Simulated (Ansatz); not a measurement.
`O[SiH]([SiH3])Cl` + `BC(F)F` → `B[SiH]([SiH3])Cl` + `OC(F)F` at 298.15 K and 1 bar (formal exchange of groups at the Si–O bond).

Gas-phase electronic energies from Ansatz, PBE0-D4/def2-TZVP geometries. CBS: MP2 limit from def2 TZ/QZ plus the TZ coupled-cluster correction, frozen cores. One conformer a species, not always the lowest.

```
           species  CCSD(T)/CBS energy (Eh)  H − E (kJ/mol)  S (J/(mol·K))
`O[SiH]([SiH3])Cl`              -1116.20942           151.6          352.2
          `BC(F)F`               -264.18920           125.2          287.7
`B[SiH]([SiH3])Cl`              -1066.34213           168.2          365.9
          `OC(F)F`               -314.01610           111.3          274.1
```

H − E and S are ideal-gas, rigid-rotor, harmonic terms from PBE0-D4/def2-TZVP, for one conformer and one mirror image of each species. 1 Eh = 2625.50 kJ/mol, R = 8.31446 J/(mol·K).

Q: By hand: ΔE, ΔH, ΔS and ΔG.

A: ΔE = (-1066.34213) + (-314.01610) − (-1116.20942) − (-264.18920) = 0.04039 Eh = 106.0 kJ/mol. Δ(H − E) = 168.2 + 111.3 − 151.6 − 125.2 = 2.7, so ΔH = 108.7 kJ/mol. ΔS = 365.9 + 274.1 − 352.2 − 287.7 = 0.1 J/(mol·K). ΔG = 108.7 − 298.15 × (0.1)/1000 = 108.7 kJ/mol.

Q: By hand: the equilibrium constant, and the temperature at which ΔG would vanish if ΔH and ΔS stayed fixed.

A: log₁₀ K = −ΔG/(RT ln 10) = -19.0. ΔG = 0 at ΔH/ΔS = 1087000 K, far beyond where these terms or the molecules hold.

The number of gas molecules stays the same, so ΔS is small and ΔH decides. A doubt of 5 kJ/mol in ΔE shifts log₁₀ K by 0.9 here. Other conformers and mirror images would add mixing entropy, several J/(mol·K) or more a flexible species. These are equilibria of isolated gas molecules and say nothing of rates. Largest T1 diagnostic: 0.012 (customary marks: 0.02 for closed shells, 0.045 for open ones).
